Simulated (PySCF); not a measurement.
An unknown gives this computed stick spectrum. Level of theory: PySCF, TDDFT PBE0/def2-SVPD, vertical, gas phase, core orbitals frozen in the response. Geometries: GFN2-xTB, one conformer each.

```tsv
state	E (eV)	λ (nm)	f
S1	5.74	215.8	0.0013
S2	6.40	193.6	0.296
S3	6.76	183.4	0.024
S4	6.98	177.7	0.178
S5	7.13	173.9	0.036
S6	7.29	170.0	0.0060
```

Orbital energies (eV): HOMO-3 -9.68, HOMO-2 -8.84, HOMO-1 -8.26, HOMO -7.93, LUMO -0.90, LUMO+1 0.01, LUMO+2 0.54.

Question: Which candidate is it? All have the formula C2H8OSi2.
A. `CC(=O)[SiH2][SiH3]`
B. `[SiH3]O[C@H]1C[SiH2]1`
C. `O[SiH2]/C=C/[SiH3]`

Answer: C. Its S1, at 5.74 eV, is the highest among the candidates; the nearest of the others has S1 at 5.49 eV. S1 is HOMO-1→LUMO (97%). Löwdin shares by element: HOMO carbon 61%, silicon 16% (atoms not listed hold the other 23%); LUMO carbon 63%, silicon 19% (atoms not listed hold the other 18%). At the same level the other candidates give, for their lowest levels:
- `[SiH3]O[C@H]1C[SiH2]1`: 5.49 eV (f 0.019); 5.82 eV (f 0.154); 6.05 eV (f 0.012); 6.40 eV (f 0.074); 6.67 eV (f 0.003); T1 4.46 eV; HOMO -6.52, LUMO 0.03 eV
- `CC(=O)[SiH2][SiH3]`: 3.49 eV (f 0.004); 5.64 eV (f 0.014); 5.82 eV (f 0.000); 6.31 eV (f 0.022); 6.45 eV (f 0.001); T1 2.81 eV; HOMO -6.91, LUMO -1.34 eV

The values belong to the conformer `[OH:1][SiH2:2]/[CH:3]=[CH:4]/[SiH3:5]`: O1–Si2–C3–C4 163°, H–O1–Si2–C3 179°.
Triplets come from the Tamm–Dancoff approximation.

Without π bonds the low states may be Rydberg-like; a valence basis with one diffuse set may place them up to an eV too high.
